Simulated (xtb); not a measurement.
Si(Cl)(OMe) (CH3ClOSi), SMILES CO[Si]Cl (connectivity only; charge and spin as stated), neutral, multiplicity 1. All values are semi-empirical tight-binding results from xtb (GFN2-xTB unless named), good for trends rather than for accurate numbers. The structure is a stationary point at GFN2-xTB. One conformer was computed; it need not be the lowest.

Optimised geometry:

Bonded distances (Å): Si1–Cl2 2.086, Si1–O3 1.605, O3–C4 1.402, C4–H5 1.092, C4–H6 1.092, C4–H7 1.092. Angles (°): Cl2–Si1–O3 103.7, Si1–O3–C4 137.6, O3–C4–H5 111.1, O3–C4–H6 108.7, O3–C4–H7 108.7, H5–C4–H6 109.5, H5–C4–H7 109.5, H6–C4–H7 109.3.
Charge 0, spin multiplicity 1.

Question: Estimate the properties. (An estimate is asked for; the answer gives what the named calculation found.)

Answer: 
```
Quantity                                         Value
---------------------------------------  -------------
point group as xtb finds it                         Cs
orbital gap                                    3.34 eV
dipole moment                                   1.41 D
zero-point energy                        26.5 kcal/mol
G − E(el) at 298.15 K (modified RRHO)     7.7 kcal/mol
static polarisability (D4 model)            64.4 bohr³
solvation energy, GFN2-xTB/ALPB(water)    0.2 kcal/mol
solvation energy, GFN2-xTB/ALPB(ch2cl2)  -3.1 kcal/mol
```

Computed atomic charges and the Wiberg bond orders between heavy atoms:
charges (e) Si1 0.48, Cl2 -0.33, O3 -0.33, C4 0.04, H5 0.04, H6 0.05, H7 0.05. Bond orders Si1–Cl2 1.08, Si1–O3 1.31, O3–C4 0.97.
